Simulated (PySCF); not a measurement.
Point-charge models of `FC(F)c1ccco1` against its computed dipole.

Coordinates (GFN2-xTB, Å) and charges (e) from the PBE0/pcSseg-1 density (PySCF):

```csv
atom,x,y,z,Mulliken,IAO,Hirshfeld,ESP-fitted
F1,2.391,-0.389,1.150,-0.3008,-0.3013,-0.1130,-0.2406
C2,1.875,-0.180,-0.089,+0.6160,+0.4324,+0.1430,+0.4182
F3,2.443,0.973,-0.528,-0.3009,-0.3014,-0.1130,-0.2401
C4,0.389,-0.077,-0.052,+0.0528,+0.1086,+0.0288,+0.0825
C5,-0.445,0.775,0.613,-0.1115,-0.1967,-0.0746,-0.1749
C6,-1.758,0.387,0.257,-0.1444,-0.2166,-0.0814,-0.3129
C7,-1.618,-0.666,-0.594,+0.1627,+0.0137,+0.0154,+0.0197
O8,-0.325,-0.956,-0.788,-0.3723,-0.2226,-0.0546,-0.1874
H9,2.210,-0.999,-0.743,+0.1090,+0.1556,+0.0534,+0.0754
H10,-0.153,1.571,1.266,+0.0880,+0.1783,+0.0654,+0.1915
H11,-2.672,0.832,0.592,+0.0988,+0.1723,+0.0623,+0.2071
H12,-2.337,-1.271,-1.110,+0.1024,+0.1777,+0.0682,+0.1616
```

Compute μ = Σ q r for each scheme (1 e·Å = 4.803 D) and compare with the dipole of the full density.

The full density gives (-2.27, -0.55, -0.52) D, 2.40 D in size; dipole vectors point from the negative to the positive end.

```json
{"scheme": "Mulliken", "μx": "-1.89", "μy": "-0.98", "μz": "-0.85", "size (D)": "2.30", "share of the full size (%)": "96", "angle to the full dipole (°)": "16"}
{"scheme": "IAO", "μx": "-3.10", "μy": "-1.21", "μz": "-1.08", "size (D)": "3.50", "share of the full size (%)": "146", "angle to the full dipole (°)": "9"}
{"scheme": "Hirshfeld", "μx": "-1.52", "μy": "-0.61", "μz": "-0.54", "size (D)": "1.72", "share of the full size (%)": "72", "angle to the full dipole (°)": "10"}
{"scheme": "ESP-fitted", "μx": "-2.32", "μy": "-0.58", "μz": "-0.55", "size (D)": "2.45", "share of the full size (%)": "102", "angle to the full dipole (°)": "0"}
```

Which set comes closest?

Length of the difference vector: ESP-fitted 0.05 D, Mulliken 0.66 D, Hirshfeld 0.76 D, IAO 1.19 D. Closest: ESP-fitted. 

What is left for the Hirshfeld atoms' own dipoles?

The Hirshfeld atoms' densities add up to the full density, so μ = Σ q r + Σ (atomic dipoles). The atomic dipoles sum to (-2.27, -0.55, -0.52) − (-1.52, -0.61, -0.54) = (-0.75, 0.06, 0.02) D, 0.76 D in size.

With the origin at the mean of the coordinates, (0.000, 0.000, -0.002) Å, which are the largest single terms, by size, of the IAO dipole along the direction of the full one?

C2 -3.57, F1 +3.51, F3 +3.51, H12 +2.35, H11 +1.83 D; all 12 atoms together +3.45 D. The single terms depend on the origin, their sum doesn't.

Give the size of the full dipole in other units.

2.40 D = 0.944 au = 0.499 e·Å = 8.00 × 10⁻³⁰ C·m.

The structure is a single GFN2-xTB conformer in the gas phase; no vibrational or solvent corrections.

Shape of the structure used: `[F:1][CH:2]([F:3])[c:4]1[cH:5][cH:6][cH:7][o:8]1`: F1–C2–C4–C5 59°.
